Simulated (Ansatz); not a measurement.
Reaction (SMILES): O=BF → F atom + [B]=O (B-O)
B3LYP-D3(BJ)/def2-TZVP geometries, fixed; electronic energies without zero-point terms.

Basis-set convergence of the bond dissociation energy at CCSD(T) with Ansatz (an electronic-structure program). All functions are spherical. Cores are frozen. Open shells are unrestricted. No added dispersion term, no relativity. Functions are those of the species that has most. Reference: Hartree-Fock in aug-cc-pVQZ plus the correlation part extrapolated as X^-3 from aug-cc-pVTZ and aug-cc-pVQZ, 162.94 kcal/mol, itself unsure by roughly 0.49 kcal/mol (a third of the extrapolation step and of the last Hartree-Fock step). Deviations are taken from unrounded values.

```csv
basis,functions,bond dissociation energy (kcal/mol)
cc-pVDZ,42,147.68
aug-cc-pVDZ,69,149.10
def2-SVP,42,154.49
def2-SVPD,66,154.80
pcseg-1,42,151.88
aug-pcseg-1,69,153.68
6-311G**,54,151.83
6-311+G**,66,151.98
cc-pVTZ,90,159.15
aug-cc-pVTZ,138,159.64
pcseg-2,90,159.73
aug-pcseg-2,138,160.52
def2-TZVPP,93,158.75
def2-TZVPPD,117,158.80
cc-pVQZ,165,161.31
aug-cc-pVQZ,240,161.61
def2-QZVPP,171,161.14
def2-QZVPPD,195,161.12
```

What the diffuse functions change, pair by pair:
- cc-pVDZ to aug-cc-pVDZ: 27 more functions, deviation -15.26 to -13.84 kcal/mol
- def2-SVP to def2-SVPD: 24 more functions, deviation -8.45 to -8.14 kcal/mol
- pcseg-1 to aug-pcseg-1: 27 more functions, deviation -11.06 to -9.26 kcal/mol
- 6-311G** to 6-311+G**: 12 more functions, deviation -11.11 to -10.96 kcal/mol
- cc-pVTZ to aug-cc-pVTZ: 48 more functions, deviation -3.79 to -3.30 kcal/mol
- pcseg-2 to aug-pcseg-2: 48 more functions, deviation -3.21 to -2.42 kcal/mol
- def2-TZVPP to def2-TZVPPD: 24 more functions, deviation -4.19 to -4.14 kcal/mol
- cc-pVQZ to aug-cc-pVQZ: 75 more functions, deviation -1.63 to -1.33 kcal/mol
- def2-QZVPP to def2-QZVPPD: 24 more functions, deviation -1.80 to -1.82 kcal/mol

Leaving out the reference's own pair, they bring the value nearer the reference by more than 0.49 kcal/mol in 3 of 8 pairs.
